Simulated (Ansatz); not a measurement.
The cluster Li5H6. Total charge 0; doublet. Geometry r2SCAN-D4/def2-TZVP, basis def2-TZVP, Ansatz.

```
atom   x (Å)   y (Å)   z (Å)
 Li1  -1.543   1.996   1.290
 Li2   0.183  -1.279  -0.568
 Li3  -0.074  -0.117   2.158
 Li4   0.736   1.133  -0.368
 Li5  -1.457   0.751  -1.431
  H6   0.955  -0.313   0.745
  H7   0.143   0.053  -1.734
  H8   1.132  -3.048  -1.142
  H9   1.654  -2.534  -1.302
 H10  -0.864   2.059  -0.324
 H11  -0.865   1.299   2.676
```

```csv
run,HOMO (eV),LUMO (eV)
A,-2.55,-1.67
B,-3.05,-1.06
C,-3.07,-0.92
D,-2.57,-1.26
```

In the doublet, H8 and H9 lie 0.75 Å apart (atoms count from 1), so H2 has formed as a molecule. Another isomer (doublet) lies 0.03 eV lower at PBE0-D4/def2-TZVP; other spin states weren't run for this one.

HOMO and LUMO are taken over both spins.

Problem. The runs used PBE, PBE0, r2SCAN, r2SCAN0. Estimate which is which.

Solution. A PBE (0 % exact exchange); B PBE0 (25 % exact exchange); C r2SCAN0 (25 % exact exchange); D r2SCAN (0 % exact exchange). Exact exchange lowers occupied and raises empty levels; among semilocal functionals meta-GGAs tend to open the gap a little, and such runs are hard to tell apart. The gap grows from 0.88 eV (PBE) to 2.15 eV (r2SCAN0).
